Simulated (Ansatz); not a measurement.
Ansatz (an electronic-structure program) input (PBE/STO-3G):

Ansatz 0.2 input:
```yaml
crystal:
  periodic: [false, false, false]
  atoms:
    - {symbol: Si, position_ang: [-0.87920555, -0.78195471, 1.06171613]}
    - {symbol: H, position_ang: [-1.89911641, -1.21899959, 0.01694135]}
    - {symbol: Br, position_ang: [0.40594269, 0.34761045, -0.42517049]}
basis:
  gaussian:
    orbitals: STO-3G
hamiltonian:
  xc: {name: PBE}
output: {forces: true}
```

Output:

```
Functional definition: PBE
integrals: 0.01 GiB planned
283 factors; integrals over basis functions are off by at most 2.0e-5 eV
mean field: 0.05 GiB planned
mean field evaluation 1: about -77064.1272 eV, gradient 1.6e1 eV
mean field evaluation 2: about -77052.1186 eV, gradient 5.5e1 eV
mean field evaluation 4: about -77065.4438 eV, gradient 1.8e0 eV
mean field evaluation 8: about -77065.4560 eV, gradient 2.3e-2 eV
mean field -77065.45602973 eV, -2832.1032722504 hartree, gradient 1.3e-5 eV, S^2 0.000000; 0 other end points of the search recorded, 0 dependent functions left out
the calculation of the forces begins
reference -77065.45604293 eV, -2832.1032727353 hartree; 25, 25 occupied and 3, 3 virtual orbitals, 283 factors
Total energy: -77065.45604293 eV, -2832.1032727353 hartree
Atom 0 at    -0.879206    -0.781955     1.061716 Å, force     0.080173     0.090833    -0.191386 eV/Å
Atom 1 at    -1.899116    -1.219000     0.016941 Å, force     0.201359     0.125497     0.016368 eV/Å
Atom 2 at     0.405943     0.347610    -0.425170 Å, force    -0.281533    -0.216330     0.175019 eV/Å
Dipole moment:    -0.177478    -0.153250     0.192055 e Å
```

The geometry given is a B3LYP-D3(BJ)/def2-TZVP minimum.
